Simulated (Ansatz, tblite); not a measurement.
Isomers of Ga$_{2}$As$_{3}$ (doublet), found by a short tight-binding search and relaxed with r2SCAN-D4/def2-SVP in Ansatz.

The xTB rows come from tblite. LC-ωPBE has ω = 0.4 bohr⁻¹.

Run but left out: HF/def2-TZVP (B: ⟨S²⟩ 1.46, where a pure state has 0.75); MP2/def2-TZVP (A: ⟨S²⟩ 0.90, where a pure state has 0.75).

Other spin states were run for one of them alone.

A:

```tsv
atom	x (Å)	y (Å)	z (Å)
Ga1	-0.359	-0.564	2.215
Ga2	-0.065	1.244	-1.950
As3	-1.308	-0.250	-0.201
As4	0.913	0.883	0.447
As5	0.819	-1.313	-0.511
```

B:

Cartesian coordinates in Å:
```
Ga 1.251 0.662 1.406
Ga -0.537 -1.828 -0.592
As 1.235 -0.043 -1.051
As -1.192 -0.027 1.101
As -0.757 1.236 -0.863
```

C:

```
atom   x (Å)   y (Å)   z (Å)
 Ga1  -0.679  -0.107   1.600
 Ga2   0.444   1.805   0.482
 As3   1.482  -0.377  -0.468
 As4  -0.506  -1.728  -0.257
 As5  -0.741   0.407  -1.357
```

Estimate which lies lowest at each level, and how far above it the others are (kJ/mol).


```csv
level,A,B,C
GFN1-xTB,23.8,51.5,0.0
GFN2-xTB,0.0,83.6,68.0
PBE-D4/def2-TZVP,0.0,25.3,0.3
r2SCAN-D4/def2-TZVP,9.3,33.4,0.0
PBE0-D4/def2-TZVP,2.6,33.0,0.0
LC-ωPBE/def2-TZVP,3.2,50.8,0.0
```
Point groups (tolerance 0.1 Å): A Cs, B C2v, C Cs. Lower isomers may exist.
